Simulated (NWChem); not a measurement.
C3H4ClF; SMILES C/C(F)=C\Cl

Results from NWChem. The geometry was optimised at B3LYP/6-31G* (spherical d).

Task: Estimate the computed values for PBE/def2-SVP. Quantities: highest occupied level (eV); orbital gap (eV); dipole (D).

Result: 
```
Item                         Value
---------------------------  -----
highest occupied level (eV)  -5.71
orbital gap (eV)              5.03
dipole (D)                    0.89
```
